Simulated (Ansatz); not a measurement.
`N#[C][In]([F])[Cl]` + `[SiH3]N[SiH3]` → `[F][In]([Cl])[N]([SiH3])[SiH3]` + `C#N` at 400 K and 1 bar (ligand exchange at the In–C bond).

Isolated molecules relaxed with PBE0-D4/def2-TZVP in Ansatz; ΔE leaves out vibrations. CBS: MP2 limit from def2 TZ/QZ plus the TZ coupled-cluster correction, frozen cores. This one scheme is used for every species. def2 core potentials past Kr. For In outer-core shells are correlated without core-valence functions, which leaves a few kJ/mol of doubt a bond. One conformer a species, not always the lowest.

| species | CCSD(T)/CBS energy (Eh) | H − E (kJ/mol) | S (J/(mol·K)) |
| --- | --- | --- | --- |
| `N#[C][In]([F])[Cl]` | -842.19796 | 56.8 | 388.5 |
| `[SiH3]N[SiH3]` | -637.10515 | 203.4 | 366.7 |
| `[F][In]([Cl])[N]([SiH3])[SiH3]` | -1385.98629 | 203.7 | 514.1 |
| `C#N` | -93.32098 | 56.1 | 211.9 |

H − E and S are ideal-gas, rigid-rotor, harmonic terms from PBE0-D4/def2-TZVP, for one conformer and one mirror image of each species. 1 Eh = 2625.50 kJ/mol, R = 8.31446 J/(mol·K).

By hand: ΔE, ΔH, ΔS and ΔG.

ΔE = (-1385.98629) + (-93.32098) − (-842.19796) − (-637.10515) = -0.00416 Eh = -10.9 kJ/mol. Δ(H − E) = 203.7 + 56.1 − 56.8 − 203.4 = -0.4, so ΔH = -11.3 kJ/mol. ΔS = 514.1 + 211.9 − 388.5 − 366.7 = -29.2 J/(mol·K). ΔG = -11.3 − 400 × (-29.2)/1000 = 0.4 kJ/mol.

By hand: the equilibrium constant, and the temperature at which ΔG would vanish if ΔH and ΔS stayed fixed.

log₁₀ K = −ΔG/(RT ln 10) = -0.1. ΔG = 0 at ΔH/ΔS = 387 K.

TΔS isn't small against ΔH here. The sign of ΔG lies within the doubt. A doubt of 5 kJ/mol in ΔE shifts log₁₀ K by 0.7 here. Other conformers and mirror images would add mixing entropy, several J/(mol·K) or more a flexible species. Modes under 60 cm⁻¹, often nearly free rotors, make the harmonic entropy too high. These are equilibria of isolated gas molecules and say nothing of rates. Largest T1 diagnostic: 0.016 (customary marks: 0.02 for closed shells, 0.045 for open ones).
